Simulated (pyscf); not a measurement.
`[OH][SiH]([OH])[SiH3]`, singlet

Gas-phase minimum from PySCF at ωB97X-D3(BJ)/def2-SVP, one conformer. HO–SiH(OH)–SiH₃ lies 28.9 kcal/mol over its isomer HO–SiH₂–O–SiH₃ (electronic energy, ωB97M-D3(BJ)/def2-TZVP). 

```xyz
10

O     -0.7338     1.0525    -2.3760
Si    -0.0626    -0.0217    -1.2896
O     -0.7317    -1.5484    -1.3678
Si    -0.5753     0.7955     0.8211
H     -0.4389     1.0164    -3.2914
H      1.4047    -0.1315    -1.5772
H     -0.4371    -2.1375    -2.0695
H      0.0064    -0.0933     1.8705
H     -2.0552     0.8544     0.9990
H     -0.0088     2.1663     0.9936
```
Charge 0, spin multiplicity 1.

Bond lengths (Å): O1–Si2 1.669, O1–H5 0.962, Si2–O3 1.669, Si2–Si4 2.321, Si2–H6 1.499, O3–H7 0.962, Si4–H8 1.493, Si4–H9 1.492, Si4–H10 1.493. Angles (°): Si2–O1–H5 118.2, O1–Si2–O3 113.4, O1–Si2–Si4 106.1, O1–Si2–H6 108.4, O3–Si2–Si4 106.0, O3–Si2–H6 108.4, Si4–Si2–H6 114.6, Si2–O3–H7 118.1, Si2–Si4–H8 110.1, Si2–Si4–H9 110.0, Si2–Si4–H10 110.2, H8–Si4–H9 109.0, H8–Si4–H10 108.5, H9–Si4–H10 109.0.

Properties at ωB97X-D3(BJ)/def2-SVP:

```yaml
harmonic_wavenumbers_unscaled: 96, 107, 168, 195, 269, 350, 448, 534, 538, 722, 751, 819, 878, 885, 944, 951, 956, 971, 2203, 2246, 2249, 2258, 3932, 3934 cm⁻¹
zero_point_energy: 39.2 kcal/mol
rotational_symmetry_number: 1
Entropy of this conformer at 298 K and 1 atm, rigid rotor and harmonic oscillator, modes under 100 cm⁻¹ raised to 100: 350.1 J/(mol K)
dipole_moment: 2.87 D
```

Single-point totals, which compare only within one level (frozen core for MP2 and CC):

```csv
level,total energy (hartree)
ωB97X-D3(BJ)/def2-TZVP,-733.29806
PBE/def2-TZVP,-732.74556
r²SCAN/def2-TZVP,-733.08688
B3LYP-D3(BJ)/def2-TZVP,-733.27664
PBE0-D3(BJ)/def2-TZVP,-732.81247
M06-2X/def2-TZVP,-733.11017
ωB97M-D3(BJ)/def2-TZVP,-733.32911
HF/def2-TZVPP,-731.27138
MP2/def2-TZVPP,-732.00462
CCSD/def2-TZVPP,-732.04442
CCSD(T)/def2-TZVPP,-732.07098
```

Soft torsions are taken as harmonic, which can shift the entropy by several J/(mol K). The CCSD(T) − MP2 part came from Ansatz, without density fitting, on the same reference.
